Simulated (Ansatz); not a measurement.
A search over several starts for the lowest SCF solution of Cd2Se3⁻ at the given spin, in a small basis.

```yaml
crystal:
  periodic: [false, false, false]
  atoms:
    - {symbol: Cd, position_ang: [0.155989, -0.109915, 1.850792]}
    - {symbol: Cd, position_ang: [0.293473, -0.156308, -1.830685]}
    - {symbol: Se, position_ang: [-0.908137, 0.575740, -3.789920]}
    - {symbol: Se, position_ang: [-1.189455, 0.667551, 3.696001]}
    - {symbol: Se, position_ang: [1.648130, -0.977068, 0.073823]}
basis:
  gaussian: {orbitals: def2-SVP, initial_orbitals: start.molden}
total_charge: -1
magnetization: {spin_polarized: true, initial_magnetization: 1}
hamiltonian: {xc: pbe, dispersion: d4}
output: {orbitals: {seedname: orbitals}}
```

The file start.molden holds the orbitals of an earlier run on this structure, at another level or in another basis.

```sh
$ ansatz run in.yaml --threads 4 --pin off --events-out ev --progress --plain --max-ram 4787MiB
```

Shortened log:

```
Functional definition: PBE
1654 factors; their error is unknown
mean field evaluation 1: about -205129.9340 eV, gradient 6.3e0 eV
mean field evaluation 2: about -205130.0672 eV, gradient 1.7e-1 eV
mean field evaluation 4: about -205129.7803 eV, gradient 5.0e-3 eV
mean field evaluation 8: about -205129.7803 eV, gradient 2.2e-5 eV
mean field evaluation 16: about -205128.9114 eV, gradient 1.8e1 eV
mean field evaluation 32: about -205129.7803 eV, gradient 1.1e-2 eV
mean field evaluation 64: about -205129.7494 eV, gradient 1.7e-1 eV
mean field evaluation 96: about -205129.1615 eV, gradient 1.6e0 eV
mean field -205129.78032742 eV, -7538.3803850736 hartree, gradient 7.0e-6 eV, S^2 0.753210; 10 other end points of the search recorded, 0 dependent functions left out
reference -205129.78036890 eV, -7538.3803865979 hartree; 72, 71 occupied and 86, 87 virtual orbitals, 1654 factors
Total energy: -205130.00993475 eV, -7538.3888229875 hartree
```

It took 28 s on 4 threads of Arm Neoverse V2 on a shared host.

In the def2 sets Cd takes a core potential; there is no spin–orbit coupling. The gap within one spin of the charge -1 doublet nearly closes, so an electron or hole may be smeared out by delocalisation error. Another isomer (doublet) lies 0.05 eV lower at PBE0-D4/def2-TZVPD; other spin states weren't run for this one.
